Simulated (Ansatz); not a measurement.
# CH8GaSbSi: structure from calculated spectroscopic constants

These gas-phase data were calculated for one isomer of CH8GaSbSi at BLYP-D3(BJ)/def2-SVP (harmonic, unscaled wavenumbers; equilibrium rotational constants with average atomic masses):

| Property | Result |
| --- | --- |
| rotational constants | 2.075, 0.8625, 0.6502 GHz |
| all wavenumbers above 1500 cm⁻¹ | 3049, 3040, 2956, 2144, 1882, 1857, 1850, 1717 |
| dipole moment | 1.70 D (PBE0/def2-SVPD) |

Candidates:

(1) `C[Si@H]([GaH2])[SbH2]`, a singlet
(2) `[CH3][GaH][SiH2][SbH2]`, a singlet

**Question.** Assign the data to one candidate and say why.

**Answer.** Candidate (1). 1 mode lies between 2000 and 2380 cm⁻¹, one for each Si–H bond, while (2) has 2.

The same quantities for all candidates:

```
     rotational constants (GHz)                     wavenumbers above 1500 cm⁻¹  dipole (D)  E above the lowest, BLYP-D3(BJ)/def2-SVP (kcal/mol)
(1)       2.075, 0.8625, 0.6502  3049, 3040, 2956, 2144, 1882, 1857, 1850, 1717        1.70                                                  0.0
(2)       3.128, 0.6899, 0.6184  3065, 3038, 2954, 2156, 2138, 1852, 1841, 1752        0.50                                                  1.0
```

Harmonic stretches to hydrogen usually lie a few per cent above observed fundamentals. Each candidate is one conformer. Atoms past krypton carry core potentials. Programs: Ansatz 0.2.0.
